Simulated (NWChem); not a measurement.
System: CH$_{6}$Ti; SMILES [CH3][TiH3]

NWChem input:

```
start job
memory heap 200 mb stack 900 mb global 1100 mb
geometry units angstroms
  Ti     0.431643    -0.025046     0.222013
  C     -1.462546     0.084866    -0.752245
  H     -1.386147    -0.355492    -1.760378
  H     -1.774375     1.139222    -0.836944
  H     -2.212759    -0.471937    -0.166383
  H      1.450712     0.859204    -0.831693
  H      0.123078     0.717131     1.733518
  H      0.728613    -1.709938     0.282392
end
basis spherical
  * library 6-31g*
end
dft
  xc b3lyp
  iterations 150
end
driver
  maxiter 120
end
task dft optimize
task dft freq
```

Excerpt of the output:

```
             Northwest Computational Chemistry Package (NWChem) 7.3.0
             --------------------------------------------------------

 C3  symmetry detected

                             Geometry "geometry" -> ""
                             -------------------------

 Output coordinates in angstroms (scale by  1.889725989 to convert to a.u.)

  No.       Tag          Charge          X              Y              Z
 ---- ---------------- ---------- -------------- -------------- --------------
    1 Ti                  22.0000     0.00000000     0.00000000    -0.56386527
    2 C                    6.0000     0.00000000    -0.00000000     1.56902274
    3 H                    1.0000    -0.88818783     0.53883161     1.93897498
    4 H                    1.0000     0.91073578     0.49977742     1.93897498
    5 H                    1.0000    -0.02254795    -1.03860903     1.93897498
    6 H                    1.0000     0.01014618     1.66961020    -0.94200846
    7 H                    1.0000     1.44085175    -0.84359195    -0.94200846
    8 H                    1.0000    -1.45099794    -0.82601825    -0.94200846

 Effective nuclear repulsion energy (a.u.)      80.6514808588

      Symmetry information
      --------------------

 Group name             C3
 Group number              5
 Group order               3
 No. of unique centers     4

                                Z-matrix (autoz)
                                --------

 Units are Angstrom for bonds and degrees for angles

[...]

      ----------------------
      Optimization converged
      ----------------------

  Step       Energy      Delta E   Gmax     Grms     Xrms     Xmax
  ---- ---------------- -------- -------- -------- -------- --------
@    5    -891.03090746 -4.4D-07  0.00009  0.00003  0.00078  0.00162
                                     ok       ok       ok       ok

                                Z-matrix (autoz)
                                --------

 Units are Angstrom for bonds and degrees for angles

      Type          Name      I     J     K     L     M      Value     Gradient
      ----------- --------  ----- ----- ----- ----- ----- ---------- ----------
    1 Stretch                  1     2                       2.02048   -0.00009
    2 Stretch                  1     6                       1.70788    0.00002
    3 Stretch                  1     7                       1.70788    0.00002
    4 Stretch                  1     8                       1.70788    0.00002
    5 Stretch                  2     3                       1.09939   -0.00004
    6 Stretch                  2     4                       1.09939   -0.00004
    7 Stretch                  2     5                       1.09939   -0.00004
    8 Bend                     1     2     3               109.07971    0.00001
    9 Bend                     1     2     4               109.07971    0.00001
   10 Bend                     1     2     5               109.07971    0.00001
   11 Bend                     2     1     6               107.74974   -0.00004
   12 Bend                     2     1     7               107.74974   -0.00004
   13 Bend                     2     1     8               107.74974   -0.00004
   14 Bend                     3     2     4               109.85988   -0.00001
   15 Bend                     3     2     5               109.85988   -0.00001
   16 Bend                     4     2     5               109.85988   -0.00001
   17 Bend                     6     1     7               111.13647    0.00003
   18 Bend                     6     1     8               111.13647    0.00003
   19 Bend                     7     1     8               111.13647    0.00003
   20 Torsion                  3     2     1     6          59.09175    0.00000
   21 Torsion                  3     2     1     7         179.09175    0.00000
   22 Torsion                  3     2     1     8         -60.90825    0.00000
   23 Torsion                  4     2     1     6         -60.90825    0.00000
   24 Torsion                  4     2     1     7          59.09175    0.00000
   25 Torsion                  4     2     1     8         179.09175    0.00000
   26 Torsion                  5     2     1     6         179.09175    0.00000
   27 Torsion                  5     2     1     7         -60.90825    0.00000
   28 Torsion                  5     2     1     8          59.09175    0.00000

[...]

 Rotational Constants
 --------------------
 A=   1.496701 cm-1  (  2.153371 K)
 B=   0.287556 cm-1  (  0.413719 K)
 C=   0.287556 cm-1  (  0.413719 K)

 Temperature                      =   298.15K
 frequency scaling parameter      =   1.0000

 Zero-Point correction to Energy  =   31.951 kcal/mol  (  0.050917 au)
 Thermal correction to Energy     =   34.969 kcal/mol  (  0.055727 au)
 Thermal correction to Enthalpy   =   35.562 kcal/mol  (  0.056671 au)

 Total Entropy                    =   64.294 cal/mol-K
   - Translational                =   38.370 cal/mol-K (mol. weight =  63.9949)
   - Rotational                   =   19.901 cal/mol-K (symmetry #  =        3)
   - Vibrational                  =    6.022 cal/mol-K

 Cv (constant volume heat capacity) =   16.585 cal/mol-K
   - Translational                  =    2.979 cal/mol-K
   - Rotational                     =    2.979 cal/mol-K
   - Vibrational                    =   10.626 cal/mol-K

[normal modes left out]

 ----------------------------------------------------------------------------
 Normal Eigenvalue ||           Projected Infra Red Intensities
  Mode   [cm**-1]  || [atomic units] [(debye/angs)**2] [(KM/mol)] [arbitrary]
 ------ ---------- || -------------- ----------------- ---------- -----------
    1      -89.032 ||    0.000002           0.000         0.002       0.000
    2       -0.000 ||    0.001111           0.026         1.083       0.165
    3       -0.000 ||    0.000354           0.008         0.345       0.053
    4        0.000 ||    0.000333           0.008         0.325       0.050
    5        0.000 ||    0.000003           0.000         0.003       0.000
    6        0.000 ||    0.000003           0.000         0.003       0.000
    7        0.000 ||    0.001133           0.026         1.104       0.168
    8      326.098 ||    0.016134           0.372        15.728       2.396
    9      326.149 ||    0.016110           0.372        15.705       2.392
   10      480.558 ||    0.036092           0.833        35.185       5.360
   11      489.697 ||    0.040509           0.935        39.490       6.016
   12      489.751 ||    0.040472           0.934        39.454       6.010
   13      604.323 ||    0.076516           1.765        74.592      11.363
   14      604.362 ||    0.076560           1.766        74.635      11.369
   15      622.092 ||    0.274878           6.342       267.965      40.820
   16     1175.401 ||    0.002276           0.053         2.219       0.338
   17     1431.444 ||    0.009751           0.225         9.506       1.448
   18     1431.447 ||    0.009753           0.225         9.508       1.448
   19     1706.245 ||    0.428903           9.895       418.116      63.693
   20     1706.271 ||    0.428918           9.895       418.131      63.695
   21     1741.878 ||    0.148686           3.430       144.947      22.080
   22     3010.735 ||    0.002818           0.065         2.747       0.419
   23     3107.009 ||    0.002412           0.056         2.351       0.358
   24     3107.010 ||    0.002412           0.056         2.351       0.358
 ----------------------------------------------------------------------------

 ===============================================================================
      Negative Nuclear Hessian Mode    1  Eigenvalue =    -89.03 cm**(-1)
 -------------------------------------------------------------------------------
   Raw step length:  0.527 angstroms ;  The Raw step for this mode is:
    1 Ti                  22.0000    -0.00000316    -0.00000015     0.00005410
    2 C                    6.0000     0.00000331     0.00000008    -0.00002629
    3 H                    1.0000     0.13306177     0.21926266    -0.00001528
    4 H                    1.0000     0.12336683    -0.22485848    -0.00003520
    5 H                    1.0000    -0.25640441     0.00559788    -0.00002276
    6 H                    1.0000    -0.16378188     0.00072511    -0.00069024
    7 H                    1.0000     0.08255908     0.14152733    -0.00065486
    8 H                    1.0000     0.08130317    -0.14224881    -0.00073521

  Geometry after  100.0% step for mode  1; Step length =  0.527 angstroms
   Maximum component (any atom: x,y, or z) displacement:  0.485
    1 Ti                  22.0000    -0.00000316    -0.00000015    -0.45019507
    2 C                    6.0000     0.00000331     0.00000008     1.57020735
    3 H                    1.0000    -0.75516061     0.75830532     1.92958990
    4 H                    1.0000     1.03430266     0.27484333     1.92956998
    5 H                    1.0000    -0.27911786    -1.03314660     1.92958242
    6 H                    1.0000    -0.15400479     1.62727861    -0.97160456
    7 H                    1.0000     1.48630718    -0.68021663    -0.97156919
    8 H                    1.0000    -1.33222201    -0.94705835    -0.97164953

  Geometry after -100.0% step for mode  1; Step length =  0.527 angstroms
   Maximum component (any atom: x,y, or z) displacement:  0.485
    1 Ti                  22.0000     0.00000316     0.00000015    -0.45030327
    2 C                    6.0000    -0.00000331    -0.00000008     1.57025993
    3 H                    1.0000    -1.02128415     0.31978000     1.92962046
    4 H                    1.0000     0.78756900     0.72456030     1.92964038
    5 H                    1.0000     0.23369096    -1.04434235     1.92962793
    6 H                    1.0000     0.17355896     1.62582838    -0.97022409
    7 H                    1.0000     1.32118902    -0.96327128    -0.97025946
    8 H                    1.0000    -1.49482836    -0.66256073    -0.97017912

  Geometry after   50.0% step for mode  1; Step length =  0.264 angstroms
   Maximum component (any atom: x,y, or z) displacement:  0.242
    1 Ti                  22.0000    -0.00000158    -0.00000007    -0.45022212
    2 C                    6.0000     0.00000165     0.00000004     1.57022049
    3 H                    1.0000    -0.82169150     0.64867399     1.92959754
    4 H                    1.0000     0.97261925     0.38727257     1.92958758
    5 H                    1.0000    -0.15091565    -1.03594554     1.92959380
    6 H                    1.0000    -0.07211385     1.62691605    -0.97125944
    7 H                    1.0000     1.44502764    -0.75098029    -0.97124176
    8 H                    1.0000    -1.37287360    -0.87593395    -0.97128193

  Geometry after  -50.0% step for mode  1; Step length =  0.264 angstroms
   Maximum component (any atom: x,y, or z) displacement:  0.242
    1 Ti                  22.0000     0.00000158     0.00000007    -0.45027622
    2 C                    6.0000    -0.00000165    -0.00000004     1.57024678
    3 H                    1.0000    -0.95475326     0.42941133     1.92961282
    4 H                    1.0000     0.84925242     0.61213105     1.92962278
    5 H                    1.0000     0.10548875    -1.04154342     1.92961656
    6 H                    1.0000     0.09166802     1.62619094    -0.97056920
    7 H                    1.0000     1.36246856    -0.89250762    -0.97058689
    8 H                    1.0000    -1.45417678    -0.73368514    -0.97054672

  Geometry after   41.3% step for mode  1; Step length =  0.218 angstroms
   Maximum component (any atom: x,y, or z) displacement:  0.200
    1 Ti                  22.0000    -0.00000130    -0.00000006    -0.45022684
    2 C                    6.0000     0.00000136     0.00000003     1.57022278
    3 H                    1.0000    -0.83329878     0.62954720     1.92959887
    4 H                    1.0000     0.96185767     0.40688750     1.92959065
    5 H                    1.0000    -0.12854890    -1.03643385     1.92959579
    6 H                    1.0000    -0.05782678     1.62685280    -0.97119923
    7 H                    1.0000     1.43782582    -0.76332605    -0.97118463
    8 H                    1.0000    -1.37996587    -0.86352525    -0.97121779

  Geometry after  -41.3% step for mode  1; Step length =  0.218 angstroms
   Maximum component (any atom: x,y, or z) displacement:  0.200
    1 Ti                  22.0000     0.00000130     0.00000006    -0.45027150
    2 C                    6.0000    -0.00000136    -0.00000003     1.57024449
    3 H                    1.0000    -0.94314598     0.44853813     1.92961149
    4 H                    1.0000     0.86001399     0.59251613     1.92961971
    5 H                    1.0000     0.08312200    -1.04105510     1.92961457
    6 H                    1.0000     0.07738095     1.62625419    -0.97062942
    7 H                    1.0000     1.36967038    -0.88016186    -0.97064402
    8 H                    1.0000    -1.44708451    -0.74609383    -0.97061085

  Geometry after   20.6% step for mode  1; Step length =  0.109 angstroms
   Maximum component (any atom: x,y, or z) displacement:  0.100
    1 Ti                  22.0000    -0.00000065    -0.00000003    -0.45023801
    2 C                    6.0000     0.00000068     0.00000002     1.57022821
    3 H                    1.0000    -0.86076058     0.58429493     1.92960202
    4 H                    1.0000     0.93639675     0.45329466     1.92959791
    5 H                    1.0000    -0.07563118    -1.03758917     1.92960048
    6 H                    1.0000    -0.02402485     1.62670314    -0.97105678
    7 H                    1.0000     1.42078696    -0.79253500    -0.97104948
    8 H                    1.0000    -1.39674553    -0.83416740    -0.97106606

  Geometry after  -20.6% step for mode  1; Step length =  0.109 angstroms
   Maximum component (any atom: x,y, or z) displacement:  0.100
    1 Ti                  22.0000     0.00000065     0.00000003    -0.45026034
    2 C                    6.0000    -0.00000068    -0.00000002     1.57023906
    3 H                    1.0000    -0.91568418     0.49379040     1.92960833
    4 H                    1.0000     0.88547491     0.54610897     1.92961244
    5 H                    1.0000     0.03020427    -1.03989979     1.92960987
    6 H                    1.0000     0.04357902     1.62640384    -0.97077187
    7 H                    1.0000     1.38670924    -0.85095290    -0.97077917
    8 H                    1.0000    -1.43030485    -0.77545169    -0.97076259
```

Level: B3LYP/6-31G* (spherical d). The optimisation ended at a saddle point (imaginary frequency).
